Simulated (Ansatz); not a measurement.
Reaction (ligand exchange at a Ge–I bond): `[Cl][Ge]([Cl])([Cl])[I]` + HBr → `[Cl][Ge]([Cl])([Cl])[Br]` + HI

Program: Ansatz. Geometries: PBE0-D4/def2-TZVP. ΔE: electronic, gas phase. CBS: MP2 limit from def2 TZ/QZ plus the TZ coupled-cluster correction, frozen cores. DFT in def2-TZVPP. def2 core potentials past Kr. For Br, Ge, I outer-core shells are correlated without core-valence functions, which leaves a few kJ/mol of doubt a bond. Scalar relativity is left out up to krypton.

```csv
level,ΔE (kcal/mol)
PBE-D4,1.4
revPBE-D4,1.3
r2SCAN-D4,0.7
r2SCANh-D4,0.7
revPBE,0.9
LC-ωPBE,0.1
CCSD(T)/def2-TZVPP,0.1
SCS-MP2/def2-QZVPP,1.5
```

What does CCSD(T)/CBS give? (Best estimate.)

Ansatz gave: +1.5 kcal/mol. The listed levels differ from it by -0.1, -0.2, -0.8, -0.8, -0.6, -1.4, -1.4, 0.0 kcal/mol.

Largest T1 diagnostic among the species: 0.009.

Leaving LDA and LC-ωPBE aside and taking each functional with its dispersion term where it has one, the values, not all of them listed here, spread over 1.7 kcal/mol, from B97M-V to PBE-D4. In def2-TZVPP, CCSD(T) changes the Hartree–Fock value by +0.9 kcal/mol (the triples alone add +0.3 kcal/mol) and MP2 by +2.1 kcal/mol. At CCSD(T), def2-SVP lies −1.5 kcal/mol from the extrapolated value and def2-TZVPP −1.5 kcal/mol.
